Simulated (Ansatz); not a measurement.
Consider the redistribution: `COBO` + `[OH][GeH2][O][SiH3]` → `COB(O)O` + `[SiH3][O][GeH3]`.

Gas-phase electronic energies from Ansatz, PBE0-D4/def2-TZVP geometries. CBS: MP2 limit from def2 TZ/QZ plus the TZ coupled-cluster correction, frozen cores. DFT in def2-TZVPP. B3LYP here is the variant with VWN-RPA as its local correlation; programs differ in this. For Ge outer-core shells are correlated without core-valence functions, which leaves a few kJ/mol of doubt a bond. Scalar relativity is left out up to krypton. One conformer a species, not always the lowest.

| level | ΔE (kcal/mol) | difference from CCSD(T)/CBS |
| --- | --- | --- |
| r2SCAN-D4 | -18.9 | -0.9 |
| PBE0-D4 | -19.2 | -1.2 |
| B3LYP-D4 | -18.4 | -0.4 |
| ωB97X-V | -18.0 | 0.0 |
| ωB97M-V | -18.7 | -0.7 |
| B2PLYP | -17.7 | 0.3 |
| PBE | -17.7 | 0.3 |
| r2SCAN | -18.9 | -0.9 |
| PBE0 | -19.1 | -1.1 |
| HF/def2-TZVPP | -20.0 | -2.0 |
| SCS-MP2/def2-TZVPP | -17.0 | 1.0 |
| CCSD/def2-TZVPP | -18.6 | -0.6 |
| CCSD(T)/def2-TZVPP | -18.0 | 0.0 |
| HF/def2-QZVPP | -19.9 | -1.9 |
| SCS-MP2/def2-QZVPP | -17.0 | 1.0 |
| MP2/CBS(def2) | -17.3 | 0.7 |
| CCSD(T)/CBS | -18.0 | 0 |

Largest T1 diagnostic among the species: 0.013.

In def2-TZVPP, CCSD(T) changes the Hartree–Fock value by +2.0 kcal/mol (the triples alone add +0.6 kcal/mol) and MP2 by +2.8 kcal/mol. From PBE to PBE0 (25 % exact exchange), in def2-TZVPP and without D4, ΔE moves by −1.5 kcal/mol.
